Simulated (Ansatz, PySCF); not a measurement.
Mg(Br)(SMe) (CH3BrMgS), SMILES C[S][Mg][Br]. Atoms are numbered in the order given.

```xyz
7

Mg     0.5464    -0.1348     0.3765
Br     0.9525     1.2885     2.2023
S      0.1846    -1.5475    -1.3992
C     -1.3590    -0.9079    -2.1537
H     -2.2134    -0.9647    -1.4649
H     -1.5770    -1.5510    -3.0173
H     -1.2485     0.1227    -2.5187
```
Charge 0, spin multiplicity 1.

Geometry optimised at PBE0-D3(BJ)/def2-SVP. The structure was generated by enumeration; whether it is a known compound was not checked. The values are those of a single conformer.

Two levels are set side by side: PBE-D3(BJ)/def2-SVP (Ansatz, an electronic-structure program) and PBE0-D3(BJ)/def2-SVP (Ansatz). Each level has its own optimised geometry; the coordinates shown are those of the second. Frequencies come from the Hessian of PySCF at each geometry. Differences are taken from unrounded values.

| quantity | PBE0-D3(BJ) |
|---|---|
| mean bond length (Å) | 1.630 |
| bond Mg1–Br2 (Å) | 2.350 |
| bond Mg1–S3 (Å) | 2.298 |
| bond S3–C4 (Å) | 1.833 |
| bond C4–H5 (Å) | 1.099 |
| bond C4–H6 (Å) | 1.099 |
| bond C4–H7 (Å) | 1.099 |
| highest harmonic wavenumber (cm⁻¹) | 3178 |
| mean harmonic wavenumber (cm⁻¹) | 1167 |
| zero-point energy (kcal/mol) | 25.04 |

Q: What does PBE-D3(BJ) give, and how far is it from PBE0-D3(BJ)? (The exact figures need the calculation; the answer reports its results.)

A: 
```json
[
 {"quantity": "mean bond length (Å)", "PBE-D3(BJ)": "1.641", "PBE-D3(BJ) minus PBE0-D3(BJ)": "0.011"},
 {"quantity": "bond Mg1–Br2 (Å)", "PBE-D3(BJ)": "2.363", "PBE-D3(BJ) minus PBE0-D3(BJ)": "0.013"},
 {"quantity": "bond Mg1–S3 (Å)", "PBE-D3(BJ)": "2.311", "PBE-D3(BJ) minus PBE0-D3(BJ)": "0.014"},
 {"quantity": "bond S3–C4 (Å)", "PBE-D3(BJ)": "1.850", "PBE-D3(BJ) minus PBE0-D3(BJ)": "0.017"},
 {"quantity": "bond C4–H5 (Å)", "PBE-D3(BJ)": "1.107", "PBE-D3(BJ) minus PBE0-D3(BJ)": "0.008"},
 {"quantity": "bond C4–H6 (Å)", "PBE-D3(BJ)": "1.107", "PBE-D3(BJ) minus PBE0-D3(BJ)": "0.008"},
 {"quantity": "bond C4–H7 (Å)", "PBE-D3(BJ)": "1.107", "PBE-D3(BJ) minus PBE0-D3(BJ)": "0.008"},
 {"quantity": "highest harmonic wavenumber (cm⁻¹)", "PBE-D3(BJ)": "3085", "PBE-D3(BJ) minus PBE0-D3(BJ)": "-92"},
 {"quantity": "mean harmonic wavenumber (cm⁻¹)", "PBE-D3(BJ)": "1130", "PBE-D3(BJ) minus PBE0-D3(BJ)": "-37"},
 {"quantity": "zero-point energy (kcal/mol)", "PBE-D3(BJ)": "24.23", "PBE-D3(BJ) minus PBE0-D3(BJ)": "-0.80"}
]
```

Exact exchange shortens and stiffens bonds; PBE has none. Differences between two approximate levels are no errors against the true value.
